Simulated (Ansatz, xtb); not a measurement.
**Ligand exchange: HBr + C5H7N → CH4 + C4H4BrN**

Species: HBr, singlet; C5H7N (2-methyl-1H-pyrrole) `Cc1ccc[nH]1`, singlet; CH4 (methane) `C`, singlet; C4H4BrN `Brc1ccc[nH]1`, singlet. The partners trade Br for CH3: H–Br and C–CH3 bonds give way to H–CH3 and C–Br.

Shapes, held fixed at every level: PBE0-D4/def2-TZVP. Programs: Ansatz 0.2.0, xtb 6.7.1. The zero-point and thermal change to 298 K, harmonic and unscaled (PBE0-D4/def2-TZVP), is +3.6 kJ/mol.

(1) Estimate ΔH(298 K) of this reaction.

## Answers

(1) The highest level, CCSD(T)/def2-TZVPP, gives ΔH(298 K) = +25.8 kJ/mol; the levels span -9.1 to +34.3. They disagree on the sign: 8 of 9 are positive. The column of differences is taken from that level and isn't an error. No measured value is set beside it here. Relativity is left out for Br. Outer-core shells of Br are correlated in most correlated rows, in sets that cover them unevenly. Times are processor times on shared x86 and Arm servers, and rough.

```tsv
level	kind	ΔH(298 K) (kJ/mol)	less CCSD(T)/def2-TZVPP	CPU time (sum over the molecules)
GFN0-xTB	semi-empirical	-9.1	-34.9	0.2 s
SPW92/def2-TZVPP	LDA	+30.3	+4.5	9.3 s
r2SCAN-D4/def2-TZVPP	meta-GGA	+24.0	-1.8	26 s
BHLYP-D4/def2-TZVPP	global hybrid	+28.3	+2.5	19 s
wB97X-V/def2-TZVPP	range-separated hybrid	+26.8	+1.0	38 s
B2PLYP/def2-TZVPP	double hybrid	+23.4	-2.4	36 s
MP2/def2-SVP	perturbation theory	+34.3	+8.5	–
CCSD/def2-TZVPP	coupled cluster or CI	+28.8	+3.0	–
CCSD(T)/def2-TZVPP	coupled cluster or CI	+25.8	0.0	18 min
```
